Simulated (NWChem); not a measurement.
**Atomisation of trisilane (H8Si3)**

```
Si
H 1 1.4957
H 1 1.4957 2 107.87
Si 1 2.3589 2 109.28 3 -118.69
H 4 1.4930 1 110.81 2 58.64
H 4 1.4932 5 108.71 1 -121.02
H 4 1.4932 5 108.70 6 -117.95
Si 1 2.3589 2 109.27 3 118.69
H 8 1.4930 1 110.81 2 -59.17
H 8 1.4932 9 108.71 1 -121.02
H 8 1.4932 9 108.70 10 -117.95
```
Charge 0, spin multiplicity 1.

All runs are NWChem calculations. All single points use one geometry, from B3LYP/def2-SVP, a minimum by its harmonic frequencies.

Basis set: def2-TZVP. The atomisation energy is electronic alone: no zero-point, thermal, spin-orbit or counterpoise terms. No value is extrapolated to the basis-set limit. Free atoms are single determinants with multiplicities Si 3, H 2.

B3LYP has NWChem's definition, with VWN1-RPA local correlation. The stability of the SCF solutions was not checked. Open-shell Hartree-Fock references start from PBE0 orbitals.

Task: One of these methods gave an atomisation energy of 578.2 kcal/mol. Which?
(A) PBE0
(B) PBE
(C) HF
(D) BHandHLYP

Result: C, HF. The others give 736.5 (BHandHLYP), 728.2 (PBE), 731.3 (PBE0).
